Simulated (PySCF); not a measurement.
Isomers of C7H9FO, from PBE0-D3(BJ)/def2-SVP geometry optimisation, gas phase (PySCF). One conformer each, no zero-point energy, no frequencies.

**Question.** Which isomer lies lower at this level?
A. `[CH3:1][C@H:2]1[CH2:3][CH:4]=[C:5]([F:6])[C:7](=[O:8])[CH2:9]1` with C1–C2–C3–C4 174°, C2–C3–C4–C5 -21°, C4–C5–C7–O8 179°, C5–C7–C9–C2 33°: A = 2927, B = 1255, C = 911.8 MHz, dipole 4.43 D
B. `[CH:1]#[C:2][C@@H:3]1[CH2:4][CH2:5][C@@:6]1([F:7])[O:8][CH3:9]` with C5–C6–O8–C9 171°, C2–C3–C4–C5 -140°, C3–C4–C5–C6 18°, C4–C5–C6–F7 93°, C2–C3–C6–C5 140°: A = 2067, B = 1619, C = 1154 MHz, dipole 1.22 D

**Answer.** A. That is `C1[C@H](CC=C(F)C1=O)C`, 59.5 kcal/mol below the other.

```json
{"SMILES": "C[C@H]1CC=C(F)C(=O)C1", "mapped SMILES": "[CH3:1][C@H:2]1[CH2:3][CH:4]=[C:5]([F:6])[C:7](=[O:8])[CH2:9]1", "E (Eh)": "-446.40553", "relative (kcal/mol)": "0.0", "relative (kJ/mol)": "0.0", "dipole (D)": "4.43"}
{"SMILES": "C#C[C@@H]1CC[C@@]1(F)OC", "mapped SMILES": "[CH:1]#[C:2][C@@H:3]1[CH2:4][CH2:5][C@@:6]1([F:7])[O:8][CH3:9]", "E (Eh)": "-446.31076", "relative (kcal/mol)": "59.5", "relative (kJ/mol)": "248.8", "dipole (D)": "1.22"}
```

As drawn, the lower has a C=O bond and a C=C bond outside aromatic rings, which the higher lacks; the higher has a four-membered ring and a C≡C bond, which the lower lacks.
